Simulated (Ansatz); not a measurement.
In₁₀As₁₀H₂₈, relaxed as a singlet with RKS r2SCAN-D4/def2-SVP in Ansatz, starting from the GFN2-xTB geometry. Force threshold 0.03 eV/Å.

In the def2 sets In takes a core potential; there is no spin–orbit coupling. Single mean-field runs in def2-SVP are fitted with def2-universal-jkfit.

Start:

```xyz
48

In    3.805    1.100    3.197
In    3.966   -2.159   -3.118
In   -0.909   -3.600   -2.197
In   -1.670    0.854    4.462
In   -3.178   -1.929    0.438
In    1.567   -1.106    1.800
In    1.571    2.824   -1.385
In   -0.796    0.306   -3.025
In   -1.677    2.972   -0.542
In   -4.248    0.405   -2.189
As    3.304   -1.613   -0.324
As    1.225    0.572    3.922
As    3.375    2.324    0.815
As   -0.568   -2.616    0.342
As    1.774   -0.877   -3.806
As   -2.592   -1.624   -3.076
As   -2.766   -1.487    3.747
As   -2.050    2.776    2.594
As   -4.344    0.486    0.408
As   -0.066    0.963   -0.499
H     4.720    2.030    4.371
H     4.399   -0.594    2.936
H     5.539   -1.359   -3.194
H     4.017   -3.902   -3.016
H    -1.750   -5.149   -2.146
H     0.626   -3.565   -3.160
H    -1.325    1.344    6.178
H    -4.241   -3.443    0.244
H     2.509    2.811   -2.871
H     1.029    4.473   -0.874
H    -0.585    1.536   -4.286
H    -2.685    4.452   -0.653
H    -5.414    0.674   -3.466
H    -2.888    1.859   -2.505
H     3.875   -2.818    0.393
H     4.473   -0.797    0.171
H     1.540   -0.621    4.835
H     4.142    3.587    1.151
H     2.141    2.920    1.500
H    -0.849   -3.913    1.130
H     1.752   -1.183   -5.281
H     2.467    0.441   -4.087
H    -2.598   -1.679   -4.602
H    -3.197   -1.871    5.157
H    -4.090   -0.757    3.583
H    -2.859    3.699    3.480
H    -0.793    3.503    3.042
H    -5.679   -0.248    0.404
```

**Question.** Estimate the energy that the relaxation releases and the steps that it takes.

**Answer.** 109.6 kcal/mol, in 26 steps; 1.9 min on 11 threads of AMD EPYC 7R13 on a shared host and a whole NVIDIA H100 80GB HBM3. No frequencies were taken in this run, so the end may be a saddle point.

**Question.** Does the start keep its bonding and symmetry?

**Answer.** Bonds formed: In5–As17, In6–As20, In9–As19 (atoms count from 1).

**Question.** Predict the relaxed structure.

**Answer.** 
```xyz
48

In    3.587    1.089    3.558
In    3.927   -2.086   -2.895
In   -1.047   -3.510   -2.381
In   -0.872    0.761    4.379
In   -3.439   -1.786    1.164
In    0.691   -0.769    0.575
In    2.391    2.870   -1.010
In   -0.319    0.643   -3.343
In   -2.084    2.414   -0.012
In   -4.592   -0.282   -2.695
As    3.066   -1.622   -0.337
As    1.230   -0.193    3.117
As    3.128    2.940    1.628
As   -1.124   -2.630    0.210
As    1.952   -0.666   -4.091
As   -2.144   -1.248   -3.318
As   -2.782   -0.998    3.696
As   -1.614    2.696    2.677
As   -3.857    0.447   -0.165
As    0.175    1.372   -0.830
H     3.463    1.878    5.087
H     4.835    0.055    2.968
H     5.370   -1.158   -3.042
H     3.627   -3.756   -3.169
H    -2.111   -4.860   -2.510
H     0.647   -3.453   -2.760
H    -0.836    1.188    6.047
H    -4.734   -2.916    1.307
H     3.557    1.823   -1.752
H     2.000    4.498   -1.424
H    -0.492    2.008   -4.394
H    -2.620    3.947   -0.592
H    -5.674   -1.610   -2.477
H    -4.830    1.168   -3.598
H     3.419   -2.800    0.548
H     4.015   -0.641    0.317
H     1.361   -1.565    3.750
H     4.343    3.845    1.687
H     2.189    3.936    2.279
H    -0.702   -3.731    1.164
H     1.484   -1.543   -5.233
H     2.679    0.341   -4.958
H    -2.252   -1.509   -4.810
H    -2.510   -2.233    4.528
H    -4.048   -0.590    4.420
H    -2.760    3.430    3.339
H    -0.591    3.797    2.856
H    -5.104    1.004    0.493
```
Bond lengths (bridged metal pairs left out): 26 × As–In 2.61 to 2.74 Å; 14 × As–H 1.51 to 1.52 Å; 14 × H–In 1.72 to 1.74 Å.
